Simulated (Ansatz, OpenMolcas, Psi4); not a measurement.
**A ladder of methods for GaSiH4F (SMILES [F][GaH][SiH3])**

The species is GaSiH4F (7 atoms), meant as a singlet with charge 0. As SMILES, `[F][GaH][SiH3]`. The coordinates come from a PBE0-D4/def2-TZVP relaxation.

```xyz
7

F     0.2316   -2.1521    1.3422
Ga    0.0191   -0.4000    1.2793
Si   -0.0297    0.4508   -0.9708
H    -0.0969    0.2354    2.7047
H    -1.1961   -0.1257   -1.6916
H    -0.1444    1.9334   -0.9830
H     1.2164    0.0581   -1.6808
```

Quantity: the vertical ionisation energy (to the doublet cation), in eV. The values are calculated.

```tsv
level	kind	program	value (eV)	CPU time (all runs)
HF/def2-SVP	Hartree–Fock	Ansatz	9.82	7.3 s
M06-L/def2-SVP	meta-GGA	OpenMolcas	10.01	62 s
B3LYP/def2-SVP	global hybrid	Ansatz	10.13	23 s
M06-2X/def2-SVP	hybrid meta-GGA	Psi4	10.32	90 s
r2SCAN0/def2-SVP	hybrid meta-GGA	Ansatz	10.26	51 s
HSE06/def2-SVP	range-separated hybrid	Ansatz	10.15	23 s
B2PLYP/def2-SVP	double hybrid	Ansatz	10.15	33 s
B2PLYP/def2-SVP (density fitting for correlation)	double hybrid	Psi4	10.15	37 s
```

All-electron rows without a relativistic Hamiltonian named are non-relativistic. The values span 9.82 to 10.32 eV. CPU times are rough (shared hosts, several kinds of processor and program).
